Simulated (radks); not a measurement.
Valence configurations of Sn+ (all share [Kr]). All-electron calculation, scalar-relativistic Kohn-Sham, r2SCAN, spin-polarised, spherical densities, finite nucleus; open shells are filled with parallel spins first (spin-orbit coupling, left out, can overturn this in heavy ions); meta-GGA in the generalised Kohn-Sham scheme; Fermi nuclear charge, rms radius 4.6519 fm. Program: a radial shooting solver on a logarithmic mesh with Libxc functionals. Energies are relative to 4d10 5s2 5p1; eigenvalues in eV for spin up.

valence           E (eV)  moment (Bohr magnetons)    e(4d)    e(5p)    e(5s)
4d10 5s2 5p1       0.000                        1  -34.621  -10.752  -18.597
4d10 5s1.5 5p1.5   3.067                        2  -35.324  -11.490  -19.489
4d10 5s1 5p2       5.461                        3  -35.937  -12.086  -20.231
4d9.5 5s2 5p1.5   12.298                        2  -37.971  -11.812  -20.070
4d10 5p3          13.573                        3  -37.308  -12.723        -
4d9 5s2 5p2       25.428                        3  -41.288  -12.800  -21.463
4d9 5s1 5p3       30.473                        5  -42.393  -13.864  -22.804
4d8.5 5s2 5p2.5   39.385                        4  -44.583  -13.735  -22.793

NIST lists [Kr] 4d10 5s2 5p1 as the ground configuration; this level of theory agrees among the configurations tried. The energies are those of spherical high-spin densities, not of single terms.
